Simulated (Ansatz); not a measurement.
Species: SiH$_{2}$Cl$_{2}$, charge 1, doublet. SiH2Cl2+ (parent SMILES Cl[SiH2]Cl, doublet).
B3LYP-D3(BJ)/def2-TZVP minimum from Ansatz (an electronic-structure program):
```xyz
5

Si    -0.0182    -0.6580    -0.1383
Cl     1.7350     0.3048     0.0877
Cl    -1.7143     0.4144     0.0214
H     -0.0669    -1.3303     1.2811
H     -0.0304    -1.6836    -1.1987
```
Charge +1, spin multiplicity 2.

Total energies in cc-pV(D+d)Z, 19 correlated electrons, 15 frozen orbitals. Radicals and triplets start from unrestricted determinants; spin-orbit coupling is neglected. Cores are frozen in correlated methods. No relativity. The spin of H2Cl2Si+ (parent SMILES Cl[SiH2]Cl, doublet) was assumed, and the state is the lowest solution found for it.

```json
[
 {"method": "HF", "program": "Ansatz", "energy (Eh)": "-1208.79845", "minus CCSDT(Q) (mEh)": "424.84"},
 {"method": "MP2", "program": "Ansatz", "energy (Eh)": "-1209.16507", "minus CCSDT(Q) (mEh)": "58.23"},
 {"method": "CCSD", "program": "Ansatz", "energy (Eh)": "-1209.20646", "minus CCSDT(Q) (mEh)": "16.83"},
 {"method": "CCSD(T)", "program": "Ansatz", "energy (Eh)": "-1209.22033", "minus CCSDT(Q) (mEh)": "2.96"},
 {"method": "CCSDT(Q)", "program": "Ansatz", "energy (Eh)": "-1209.22329", "minus CCSDT(Q) (mEh)": "0.00"}
]
```

Rough core times of Ansatz's runs on a shared machine: CCSD(T) 60 s, CCSDT(Q) 20 min.
